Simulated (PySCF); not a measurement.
# What a mistake does to a calculation on AlBGeH6N

Calculated results; nothing here was measured. The program is PySCF 2.14.0, an open-source quantum chemistry code, run on an isolated molecule that a program drew, which may never have been made. The molecule is AlBGeH6N (charge 0, doublet), drawn as the SMILES string `N[B]([AlH])[GeH3]`.

Each row is a Hartree-Fock (HF) and frozen-core CCSD(T) single point in the cc-pV(D+d)Z basis, meant for a local HF minimum. Run 1 is clean. Each other run has one planted mistake out of seven kinds, and not every kind appears here: one electron removed, one electron added, multiplicity raised by two, geometry at a saddle point, minimal basis STO-3G, one bond length entered in bohr, all coordinates scaled. The reference is restricted for singlets and unrestricted otherwise, and also for a bond in bohr. Adding or removing an electron swaps singlet and doublet. Electrons count all cores. HOMO and LUMO are orbital energies over both spins, the gradient is its largest component, and the lowest frequency (negative if imaginary) is given only where the gradient is small. Bond lengths are over the 9 bonds as drawn. T1 is the CCSD diagnostic: over 0.02 (restricted) or 0.045 (unrestricted) a single reference is doubtful. Germanium has the cc-pVDZ-PP basis, with a core potential (ECP10MDF) in place of its 10 inner electrons, and its 3s, 3p and 3d shells are frozen in CCSD(T).

Geometry of the clean run:
```xyz
10
AlBGeH6N, angstrom
N    -2.2094    1.2241   -0.7862
B    -1.0431    1.2586   -0.0248
Al   -0.7708    2.5535    1.6999
Ge    0.4826   -0.0828   -0.5838
H    -2.3440    0.6062   -1.5623
H    -3.0074    1.8013   -0.6141
H     0.3595    3.6839    1.6985
H     0.9855   -0.9140    0.6114
H     1.7088    0.6542   -1.1502
H     0.0108   -1.0805   -1.6640
```

| run | electrons | basis functions | <S^2> | HOMO (eV) | LUMO (eV) | gradient (hartree/bohr) | lowest frequency (cm^-1) | mean bond (Å) | longest bond (Å) | T1 | HF (hartree) | CCSD(T) (hartree) | mistake |
|---|---|---|---|---|---|---|---|---|---|---|---|---|---|
| 1 | 63 | 104 | 0.763 | -7.32 | 0.70 | 7.7e-06 | 65 | 1.5441 | 2.174 | 0.0180 | -617.90631 | -618.37823 | no fault |
| 2 | 62 | 104 | 0.000 | -14.34 | -5.78 | 3.5e-02 | - | 1.5441 | 2.174 | 0.0195 | -617.66438 | -618.13565 | one electron removed |
| 3 | 64 | 104 | 0.000 | -0.23 | 5.91 | 2.4e-02 | - | 1.5441 | 2.174 | 0.0187 | -617.88507 | -618.38930 | one electron added |
| 4 | 63 | 104 | 3.762 | -5.81 | -1.02 | 5.5e-02 | - | 1.5441 | 2.174 | 0.0271 | -617.80575 | -618.26656 | multiplicity raised by two |
| 5 | 63 | 104 | 1.613 | -7.39 | 0.63 | 6.7e-03 | - | 1.6963 | 2.911 | 0.0415 | -617.80767 | -618.26649 | ? |
| 6 | 63 | 104 | 0.763 | -7.13 | 0.84 | 6.1e-02 | - | 1.4483 | 2.039 | 0.0166 | -617.86825 | -618.33420 | ? |

**Which mistake was planted in run 5, and what did it cost?**

The mean bond changes by a factor of 1.099 and the longest by 1.339, so the molecule wasn't scaled as a whole. A length L in bohr read as angstrom grows by (1/0.5292 - 1) L = 0.890 L. The 9 bonds together grew by 9 x 0.1522 = 1.370 Å, which gives L = 1.540 Å. That is the length of one of the Ge-H bonds, 1.540 Å in the clean geometry. So the mistake is: one bond length entered in bohr. Subtracting run 1 and multiplying by 627.51 kcal/mol a hartree, the energy moved by 61.9 kcal/mol in HF and 70.1 kcal/mol in CCSD(T).

**Which mistake was planted in run 6, and what did it cost?**

The mean and the longest bond both change by the same factor, 0.938, and the gradient is no longer small. So the mistake is: all coordinates scaled. Subtracting run 1 and multiplying by 627.51 kcal/mol a hartree, the energy moved by 23.9 kcal/mol in HF and 27.6 kcal/mol in CCSD(T).

